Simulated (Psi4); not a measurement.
A dimer, CH3F ··· CH3F (SMILES CF and CF); the first 5 atoms form monomer A.

```
10

C     -0.0648     0.0136    -0.0087
F      1.2835    -0.2689     0.1712
H     -0.5583     0.0067     0.9641
H     -0.5008    -0.7485    -0.6559
H     -0.1596     0.9971    -0.4707
C      0.4996    -3.0734     7.5417
F     -0.7663    -2.5105     7.4384
H      1.0930    -2.7645     6.6802
H      0.4014    -4.1596     7.5597
H      0.9660    -2.7236     8.4636
```

Problem. What interaction energy does SAPT0/jun-cc-pVDZ, frozen core in Psi4 1.11 give, and which attractive term is the largest?

Solution. Total -0.16 kcal/mol: electrostatics -0.15, exchange 0.00, induction 0.00, dispersion 0.00. The most attractive term is electrostatics.
